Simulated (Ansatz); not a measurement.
Ansatz results at the PBE0-D4/def2-TZVP geometry: HOMO–LUMO gap (PBE0/def2-TZVPP) 6.43 eV; HOMO energy (PBE/def2-TZVPP) -7.21 eV; HOMO energy (B3LYP/def2-TZVPP) -8.14 eV.

Question: Which molecule gave them?
A. `C[O][Ga]([CH3])[Cl]`
B. `[Cl][Ga]([Cl])[GeH3]`
C. `C=[CH][Ga]([Cl])[Cl]`
D. `[SiH3][O][GaH][SH]`

Answer: B. The others give `[SiH3][O][GaH][SH]`: 6.79, -6.66, -7.63; `C[O][Ga]([CH3])[Cl]`: 7.39, -6.48, -7.74; `C=[CH][Ga]([Cl])[Cl]`: 6.88, -7.47, -8.48.

B3LYP here is the variant with VWN-RPA as its local correlation; programs differ in this.
